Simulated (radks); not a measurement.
Values are calculated unless marked as measured or tabulated.
Coherent X-ray form factor from a spherical all-electron density. Code: a radial shooting solver on a logarithmic mesh with Libxc functionals. Model: scalar-relativistic Kohn-Sham, Wu-Cohen GGA, spin-polarised, spherical densities, point nucleus.

sin(theta)/lambda (1/angstrom),f0 (electrons)
0.05,14.824
0.1,14.322
0.15,13.567
0.2,12.656
0.25,11.691
0.3,10.753
0.4,9.157
0.5,8.001
0.6,7.173
0.8,5.925
1,4.812
1.25,3.600
1.5,2.705
2,1.746

The species is in the configuration that NIST lists as its ground one. Which atom or ion scatters so?

Answer. The potassium ion K4+, [Ne] 3s2 3p3. Extrapolating in s^2 from the first two rows gives f0(0) = 15.0, near the electron count 15; among species with that count, the fall with angle is slower the higher Z, and the table is that of Z = 19; from so few rows the species is fixed only to a neighbour or two.
